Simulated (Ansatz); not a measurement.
Consider the formal hydrolysis of a Ga–C bond: `C#[C][Ga]([Cl])[Cl]` + H₂O → `[OH][Ga]([Cl])[Cl]` + `C#C`.

Gas-phase electronic energies from Ansatz, PBE0-D4/def2-TZVP geometries. CBS: MP2 limit from def2 TZ/QZ plus the TZ coupled-cluster correction, frozen cores. This one scheme is used for every species. DFT in def2-TZVPP. B3LYP here is the variant with VWN-RPA as its local correlation; programs differ in this. HSE06 is defined as in plane-wave codes. For Ga outer-core shells are correlated without core-valence functions, which leaves a few kJ/mol of doubt a bond. Scalar relativity is left out up to krypton. Each species was taken in one conformer, which may not be the lowest.

`C#[C][Ga]([Cl])[Cl]`:

Cartesian coordinates in Å:
```
C 1.138 -1.500 0.467
C 0.429 -0.568 0.177
Ga -0.676 0.890 -0.277
Cl -2.017 1.749 1.121
Cl -0.640 1.752 -2.212
H 1.765 -2.324 0.724
```

H₂O:

```xyz
3

O    -0.100    0.017    0.376
H    -0.498   -0.523   -0.311
H     0.598    0.506   -0.064
```

`[OH][Ga]([Cl])[Cl]`:

Z-matrix (Å, degrees):
```
Ga
O 1 1.765
Cl 1 2.123 2 120.6
Cl 1 2.109 2 118.8 3 -180.0
H 2 0.961 1 112.9 3 -0.1
```

`C#C`:

Cartesian coordinates in Å:
```
C 0.058 -0.248 -0.541
C -0.058 0.248 0.541
H 0.161 -0.690 -1.505
H -0.161 0.690 1.505
```

```tsv
level	ΔE (kJ/mol)	difference from CCSD(T)/CBS
B97M-V	-22.4	-6.7
PBE0-D4	-15.9	-0.2
ωB97X-V	-22.8	-7.1
PBE-QIDH	-16.6	-0.9
PBE	-21.4	-5.7
revPBE	-20.7	-5.0
BLYP	-28.1	-12.4
B3LYP	-25.1	-9.4
r2SCAN0	-20.4	-4.7
HSE06	-18.0	-2.3
BHLYP	-23.5	-7.8
CAM-B3LYP	-26.9	-11.2
HF/def2-TZVPP	-23.2	-7.5
MP2/def2-TZVPP	-15.7	0.0
SCS-MP2/def2-TZVPP	-18.5	-2.8
SCS-MP2/def2-QZVPP	-18.0	-2.3
CCSD(T)/CBS	-15.7	0
```

Largest T1 diagnostic among the species: 0.013.

Leaving LDA and LC-ωPBE aside and taking each functional with its dispersion term where it has one, the values, not all of them listed here, spread over 8.6 kJ/mol, from CAM-B3LYP-D4 to HSE06-D4. In def2-TZVPP, CCSD(T) changes the Hartree–Fock value by +5.9 kJ/mol (the triples alone add +0.9 kJ/mol) and MP2 by +7.5 kJ/mol.
